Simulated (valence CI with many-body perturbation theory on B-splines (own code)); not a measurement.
# Hg⁷⁴⁺: E2, E3, M1, M2 decay

Level of theory: valence CI with perturbative core correlation (CI+MBPT): four valence electrons over a frozen Dirac-Fock core [He], radial functions for each j: 11 s, 11 p, 9 d, 7 f, 5 g, 2 h, 1 i, with the one-electron correlation potential Σ1 (screened to all orders), the two-electron term Σ2, the three-electron term Σ3, Breit, model QED; selected single and double excitations, second order for the rest (own B-spline code, finite nucleus).

The last digits are not significant, and no measured levels were compared; by estimate large intervals hold to a few tenths of a per cent, small ones and those within an open d or f shell to about a per cent. Among the levels kept, up to 300 cm⁻¹ of a level comes from second order outside the variational space, and about a tenth of that is noise between levels of different J, which matters for small intervals.

Lines 1 to 50 of 66 in falling wavelength, among levels below 128490 × 10³ cm⁻¹, chosen from the decays that carry over 1 % of a level's rate. Wavelengths and rates use the calculated energies. Electric multipoles are in the length gauge, E1 and E2 with the static RPA response of the core. Weak lines are less certain than strong ones. Lines between different terms over intervals too small for the method are left out, as are lines whose strength nearly cancels. The highest levels of a list are the least certain.

Levels are named by their leading jj configuration (3d3/2^4 stands for four electrons in 3d with j = 3/2), which in mixed levels can hold well under half, so a name can repeat and another be missing. Letters in brackets count levels of one name in rising energy.

| λ vac (nm) | Upper | Lower | Type | A (s⁻¹) | Branch % |
| --- | --- | --- | --- | --- | --- |
| 0.6098 | (2s^2 2p1/2 2p3/2) J=1 | (2s^2 2p1/2^2) J=0 | M1 | 5.06e+10 | 100.0 |
| 0.6044 | (2s^2 2p1/2 2p3/2) J=2 | (2s^2 2p1/2^2) J=0 | E2 | 3.76e+08 | 100.0 |
| 0.6009 | (2s^2 2p3/2^2) J=2 | (2s^2 2p1/2 2p3/2) J=2 | M1 | 3.93e+10 | 19.4 |
| 0.6001 | (2s^2 2p3/2 3d5/2) J=4 | (2s^2 2p1/2 3d5/2) J=3 | M1 | 3.51e+10 | 3.2 |
| 0.5957 | (2s^2 2p3/2^2) J=2 | (2s^2 2p1/2 2p3/2) J=1 | M1 | 3.91e+10 | 19.3 |
| 0.5761 | (2s^2 2p3/2^2) J=0 | (2s^2 2p1/2 2p3/2) J=1 | M1 | 8.47e+10 | 38.3 |
| 0.1182 | (2s 2p1/2^2 3p1/2) J=0 | (2s 2p1/2^2 2p3/2) J=1 | M1 | 1.30e+11 | 1.6 |
| 0.1174 | (2s^2 2p3/2 3p1/2) J=2 | (2s^2 2p3/2^2) J=0 | E2 | 8.99e+11 | 8.6 |
| 0.1172 | (2s^2 2p1/2 3p1/2) J=1 | (2s^2 2p1/2 2p3/2) J=2 | E2 | 2.36e+12 | 43.0 |
| 0.1172 | (2s^2 2p1/2 3p1/2) J=1 | (2s^2 2p1/2 2p3/2) J=2 | M1 | 1.10e+11 | 2.0 |
| 0.1171 | (2s 2p1/2^2 3p1/2) J=0 | (2s 2p1/2^2 2p3/2) J=2 | E2 | 4.68e+12 | 57.4 |
| 0.1170 | (2s^2 2p1/2 3p1/2) J=1 | (2s^2 2p1/2 2p3/2) J=1 | E2 | 2.36e+12 | 43.0 |
| 0.1166 | (2s^2 2p3/2 3p1/2) J=1 | (2s^2 2p3/2^2) J=2 | E2 | 2.38e+12 | 20.1 |
| 0.1166 | (2s^2 2p3/2 3p1/2) J=2 | (2s^2 2p3/2^2) J=2 | E2 | 3.29e+12 | 31.6 |
| 0.1165 | (2s^2 2p1/2 3p1/2) J=0 | (2s^2 2p1/2 2p3/2) J=2 | E2 | 4.66e+12 | 47.9 |
| 0.1163 | (2s^2 2p1/2 3p1/2) J=0 | (2s^2 2p1/2 2p3/2) J=1 | M1 | 1.27e+11 | 1.3 |
| 0.1123 | (2s^2 2p3/2 3d5/2) J=4 | (2s 2p1/2 2p3/2^2) J=2 [b] | E2 | 2.47e+10 | 2.3 |
| 0.1120 | (2s 2p1/2 2p3/2 3p3/2) J=4 | (2s 2p1/2 2p3/2^2) J=2 [b] | E2 | 1.62e+11 | 2.3 |
| 0.1112 | (2s^2 2p3/2 3d5/2) J=4 | (2s 2p1/2 2p3/2^2) J=3 | E2 | 1.85e+11 | 16.9 |
| 0.1109 | (2s 2p1/2 2p3/2 3p3/2) J=0 [b] | (2s 2p1/2 2p3/2^2) J=2 [b] | E2 | 2.64e+12 | 6.3 |
| 0.1109 | (2s 2p1/2 2p3/2 3p3/2) J=4 | (2s 2p1/2 2p3/2^2) J=3 | E2 | 1.33e+12 | 19.2 |
| 0.1109 | (2s 2p1/2 2p3/2 3p3/2) J=3 [a] | (2s 2p1/2 2p3/2^2) J=2 [a] | E2 | 1.49e+12 | 2.2 |
| 0.1109 | (2s^2 2p3/2 3p3/2) J=2 | (2s^2 2p3/2^2) J=0 | E2 | 9.56e+11 | 5.6 |
| 0.1108 | (2s^2 2p3/2 3d5/2) J=4 | (2s 2p1/2 2p3/2^2) J=2 [a] | E2 | 1.19e+10 | 1.1 |
| 0.1108 | (2s 2p1/2 2p3/2 3p3/2) J=1 [d] | (2s 2p1/2 2p3/2^2) J=2 [b] | E2 | 1.50e+12 | 2.0 |
| 0.1107 | (2s 2p1/2 2p3/2 3p3/2) J=1 [d] | (2s 2p1/2 2p3/2^2) J=1 [a] | E2 | 1.33e+12 | 1.8 |
| 0.1107 | (2s 2p1/2^2 3p3/2) J=2 | (2s 2p1/2^2 2p3/2) J=2 | E2 | 1.60e+12 | 2.2 |
| 0.1106 | (2s^2 2p1/2 3p3/2) J=2 | (2s^2 2p1/2 2p3/2) J=2 | E2 | 1.64e+12 | 18.1 |
| 0.1106 | (2s^2 2p1/2 3p3/2) J=1 | (2s^2 2p1/2 2p3/2) J=2 | E2 | 1.18e+12 | 17.0 |
| 0.1105 | (2s^2 2p3/2 3p3/2) J=3 | (2s^2 2p3/2^2) J=2 | E2 | 1.87e+12 | 12.1 |
| 0.1105 | (2s^2 2p3/2 3p3/2) J=1 | (2s^2 2p3/2^2) J=2 | E2 | 1.88e+12 | 10.5 |
| 0.1104 | (2s 2p1/2 2p3/2 3p3/2) J=4 | (2s 2p1/2 2p3/2^2) J=2 [a] | E2 | 8.56e+10 | 1.2 |
| 0.1104 | (2s^2 2p1/2 3p3/2) J=2 | (2s^2 2p1/2 2p3/2) J=1 | E2 | 7.15e+11 | 7.9 |
| 0.1104 | (2s^2 2p1/2 3p3/2) J=1 | (2s^2 2p1/2 2p3/2) J=1 | E2 | 1.18e+12 | 17.0 |
| 0.1099 | (2s^2 2p3/2 3p3/2) J=0 | (2s^2 2p3/2^2) J=2 | E2 | 4.80e+12 | 23.0 |
| 0.1097 | (2s 2p1/2 2p3/2 3p3/2) J=1 [d] | (2s 2p1/2 2p3/2^2) J=3 | E2 | 8.40e+11 | 1.1 |
| 0.1094 | (2s 2p1/2 2p3/2 3p3/2) J=0 [b] | (2s 2p1/2 2p3/2^2) J=2 [a] | E2 | 6.45e+11 | 1.5 |
| 0.1086 | (2s 2p1/2 2p3/2 3d5/2) J=5 | (2s 2p1/2 2p3/2^2) J=3 | M2 | 1.51e+11 | 52.8 |
| 0.1086 | (2s 2p1/2 2p3/2 3d5/2) J=5 | (2s 2p1/2 2p3/2^2) J=3 | E3 | 8.60e+09 | 3.0 |
| 0.1082 | (2s^2 2p3/2 3d5/2) J=4 | (2s^2 2p3/2^2) J=2 | M2 | 1.31e+11 | 12.0 |
| 0.09404 | (2s 2p1/2 2p3/2 3p3/2) J=3 [a] | (2s 2p1/2^2 2p3/2) J=2 | E2 | 6.84e+11 | 1.0 |
| 0.09397 | (2s^2 2p3/2 3d5/2) J=4 | (2s 2p1/2^2 2p3/2) J=2 | E2 | 2.98e+10 | 2.7 |
| 0.09372 | (2s 2p1/2 2p3/2 3p3/2) J=4 | (2s 2p1/2^2 2p3/2) J=2 | E2 | 2.57e+12 | 37.1 |
| 0.09357 | (2s 2p1/2 2p3/2 3p3/2) J=1 [d] | (2s 2p1/2^2 2p3/2) J=1 | E2 | 1.44e+12 | 1.9 |
| 0.09350 | (2s^2 2p1/2 3p3/2) J=2 | (2s^2 2p1/2^2) J=0 | E2 | 2.37e+12 | 26.1 |
| 0.09349 | (2s^2 2p1/2 3p3/2) J=1 | (2s^2 2p1/2^2) J=0 | M1 | 7.18e+10 | 1.0 |
| 0.09335 | (2s^2 2p3/2 3p3/2) J=3 | (2s^2 2p1/2 2p3/2) J=2 | E2 | 1.21e+12 | 7.8 |
| 0.09334 | (2s^2 2p3/2 3p3/2) J=1 | (2s^2 2p1/2 2p3/2) J=2 | E2 | 2.57e+12 | 14.3 |
| 0.09322 | (2s^2 2p3/2 3p3/2) J=3 | (2s^2 2p1/2 2p3/2) J=1 | E2 | 1.77e+12 | 11.5 |
| 0.09321 | (2s^2 2p3/2 3p3/2) J=1 | (2s^2 2p1/2 2p3/2) J=1 | E2 | 2.96e+11 | 1.6 |
